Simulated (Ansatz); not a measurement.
`O[Si](O)(Br)Br` + HBr → `O[Si](Br)(Br)Br` + H₂O at 500 K and 1 bar (ligand exchange at the Si–O bond).

Calculated with Ansatz (gas phase, PBE0-D4/def2-TZVP geometries, no zero-point term in ΔE). CBS: MP2 limit from def2 TZ/QZ plus the TZ coupled-cluster correction, frozen cores. This one scheme is used for every species. For Br outer-core shells are correlated without core-valence functions, which leaves a few kJ/mol of doubt a bond. Scalar relativity is left out up to krypton. Each species was taken in one conformer, which may not be the lowest.

```json
{"species": "`O[Si](O)(Br)Br`", "CCSD(T)/CBS energy (Eh)": "-5587.47927", "H − E (kJ/mol)": "127.8", "S (J/(mol·K))": "433.5"}
{"species": "HBr", "CCSD(T)/CBS energy (Eh)": "-2573.91920", "H − E (kJ/mol)": "30.5", "S (J/(mol·K))": "213.7"}
{"species": "`O[Si](Br)(Br)Br`", "CCSD(T)/CBS energy (Eh)": "-8085.01229", "H − E (kJ/mol)": "92.0", "S (J/(mol·K))": "443.9"}
{"species": "H₂O", "CCSD(T)/CBS energy (Eh)": "-76.37941", "H − E (kJ/mol)": "73.2", "S (J/(mol·K))": "206.3"}
```

H − E and S are ideal-gas, rigid-rotor, harmonic terms from PBE0-D4/def2-TZVP, for one conformer and one mirror image of each species. 1 Eh = 2625.50 kJ/mol, R = 8.31446 J/(mol·K).

Question: By hand: ΔE, ΔH, ΔS and ΔG.

Answer: ΔE = (-8085.01229) + (-76.37941) − (-5587.47927) − (-2573.91920) = 0.00677 Eh = 17.8 kJ/mol. Δ(H − E) = 92.0 + 73.2 − 127.8 − 30.5 = 6.9, so ΔH = 24.7 kJ/mol. ΔS = 443.9 + 206.3 − 433.5 − 213.7 = 3.0 J/(mol·K). ΔG = 24.7 − 500 × (3.0)/1000 = 23.2 kJ/mol.

Question: By hand: the equilibrium constant, and the temperature at which ΔG would vanish if ΔH and ΔS stayed fixed.

Answer: log₁₀ K = −ΔG/(RT ln 10) = -2.4. ΔG = 0 at ΔH/ΔS = 8233 K, far beyond where these terms or the molecules hold.

The number of gas molecules stays the same, so ΔS is small and ΔH decides. A doubt of 5 kJ/mol in ΔE shifts log₁₀ K by 0.5 here. Other conformers and mirror images would add mixing entropy, several J/(mol·K) or more a flexible species. These are equilibria of isolated gas molecules and say nothing of rates. Largest T1 diagnostic: 0.009 (customary marks: 0.02 for closed shells, 0.045 for open ones).
